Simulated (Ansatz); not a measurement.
A structure relaxed at PBE-D4/def2-SVP in Ansatz, charge -1, doublet:

```xyz
9

Si   -1.4541    0.1049    1.0089
Si    1.6759   -0.0213   -0.9618
Si    2.5682   -1.8940   -0.0308
Si   -0.1164    1.9214    0.1760
Si   -1.0343    2.0096    2.2537
Si    0.7370    1.8556   -2.0066
Si   -1.7381   -2.2224    1.0540
Si    0.2594   -1.7527   -0.0815
Si   -0.8975   -0.0011   -1.4118
```

(1) Give its formula and point group.

(2) Summarise the bond lengths by kind (pairs closer than 1.2 times the sum of covalent radii, bridged metal pairs left out).

Answers

(1) the cluster Si9⁻. Point group Cs (tolerance 0.1 Å).

(2) 15 × Si–Si 2.27 to 2.61 Å.

The relaxation made no stability test and no search for a lower SCF solution. Another isomer (doublet) lies 0.21 eV lower at PBE0-D4/def2-TZVPD; other spin states weren't run for this one.
